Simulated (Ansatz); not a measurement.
The cluster HgO2, relaxed as a singlet with RKS PBE0-D4/def2-TZVP in Ansatz, starting from the GFN1-xTB geometry. Force threshold 0.02 eV/Å.

In the def2 sets Hg takes a core potential; there is no spin–orbit coupling. The structure comes from a short search, and lower isomers may exist.

Start:

```csv
atom,x (Å),y (Å),z (Å)
Hg1,-1.846,-0.539,-0.374
O2,0.372,0.520,0.339
O3,1.475,0.019,0.035
```

```json
{"step": "1", "energy (eV)": "-8263.6463", "largest force component (eV/Å)": "1.705", "SCF passes": "48"}
{"step": "2", "energy (eV)": "-8263.7087", "largest force component (eV/Å)": "0.784", "SCF passes": "47"}
{"step": "3", "energy (eV)": "-8263.7490", "largest force component (eV/Å)": "0.138", "SCF passes": "56"}
{"step": "4", "energy (eV)": "-8263.7512", "largest force component (eV/Å)": "0.094", "SCF passes": "49"}
{"step": "5", "energy (eV)": "-8263.7517", "largest force component (eV/Å)": "0.009", "SCF passes": "46"}
```

Force components are those of the run's own axes.

End:

```xyz
3

Hg   -2.1411   -0.6279   -0.4357
O     0.5456    0.5608    0.3678
O     1.5955    0.0671    0.0679
```

Bonds lost: Hg1–O2 (atoms count from 1). The end holds 2 separate pieces.

No frequencies were taken in this run, so the end may be a saddle point.

Run time 16 s (4 threads of Intel Xeon on a shared host).
